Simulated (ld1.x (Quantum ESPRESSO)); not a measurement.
# chlorine, ultrasoft: configuration errors across variants

- Element: chlorine
- Generator: ld1.x (Quantum ESPRESSO) 7.5
- Type: ultrasoft
- Functional: PW91
- Relativity: scalar-relativistic
- Frozen core: [Ne]
- Valence charge: 7
- Reference configuration: 3s2 3p4.5 (charge +0.5)
- Partial waves: 3s (bound): rcut 1.30, rcutus 1.45 bohr; 3s channel at -1.3 Ry: rcut 1.30, rcutus 1.45 bohr; 3p (bound): rcut 1.30, rcutus 1.45 bohr; 3p channel at -0.55 Ry: rcut 1.30, rcutus 1.45 bohr
- Local potential: all-electron potential smoothed inside 1.20 bohr (lloc = -1)
- Core correction: Bessel-smoothed model core inside 0.85 bohr
- Augmentation charge: built from norm-conserving waves at rcut, not smoothed further

All-electron excitation energies from the reference (eV): (1) 3s2 3p5 -5.610; (2) 3s2 3p4 8.322; (3) 3s2 3p3 33.835; (4) 3s2 3p5.3 -7.763; (5) 3s1 3p6 6.540; (6) 3s2 3p2 72.220; (7) 3s2 3p1 124.560.

1 further variants failed, have other tests or too few solved ones, and are left out.

Errors AE − PS in meV (a dash: test not solved or not reliable):

| change | (1) | (2) | (3) | (4) | (5) | (6) | (7) | bound ghosts |
| --- | --- | --- | --- | --- | --- | --- | --- | --- |
| base | +0.8 | -0.1 | +7.1 | +1.4 | +0.2 | +39 | +123 | none |
| all radii but the core radius scaled by about 0.83 (s 1.20, p 1.20 bohr, rcut 1.08/1.08); local potential all-electron potential smoothed inside 1.00 bohr (lloc = -1) | +0.7 | -0.3 | +4.1 | +1.2 | +0.9 | +25 | +80 | none |
| all radii but the core radius scaled by about 0.92 (s 1.34, p 1.34 bohr, rcut 1.22/1.22); local potential all-electron potential smoothed inside 1.12 bohr (lloc = -1) | +0.8 | -0.2 | +6.0 | +1.3 | +0.7 | +34 | +107 | none |
| all radii but the core radius scaled by about 0.97 (s 1.40, p 1.40 bohr, rcut 1.26/1.26); local potential all-electron potential smoothed inside 1.16 bohr (lloc = -1) | +0.8 | -0.1 | +6.7 | +1.3 | +0.4 | +37 | +117 | none |
| all radii but the core radius scaled by about 1.13 (s 1.64, p 1.64 bohr, rcut 1.48/1.48); local potential all-electron potential smoothed inside 1.36 bohr (lloc = -1) | +0.9 | 0.0 | +9.0 | +1.4 | -1.9 | +48 | +149 | none |
| all radii but the core radius scaled by about 1.24 (s 1.80, p 1.80 bohr, rcut 1.62/1.62); local potential all-electron potential smoothed inside 1.48 bohr (lloc = -1) | +0.9 | +0.1 | +11 | +1.5 | -5.2 | +57 | +175 | none |
| all radii but the core radius scaled by about 1.28 (s 1.86, p 1.86 bohr, rcut 1.66/1.66); local potential all-electron potential smoothed inside 1.54 bohr (lloc = -1) | +0.9 | +0.1 | +11 | +1.5 | -6.4 | +59 | +183 | none |
| all radii but the core radius scaled by about 1.41 (s 2.04, p 2.04 bohr, rcut 1.82/1.82); local potential all-electron potential smoothed inside 1.68 bohr (lloc = -1) | +1.0 | +0.4 | +15 | +1.7 | -11 | +77 | +241 | none |

(1) Give the same row for: all radii but the core radius scaled by about 1.06 (s 1.54, p 1.54 bohr, rcut 1.38/1.38); local potential all-electron potential smoothed inside 1.26 bohr (lloc = -1).

Results:

(1) +0.9, -0.1, +7.9, +1.4, -0.4, +43, +134; bound ghosts: none.
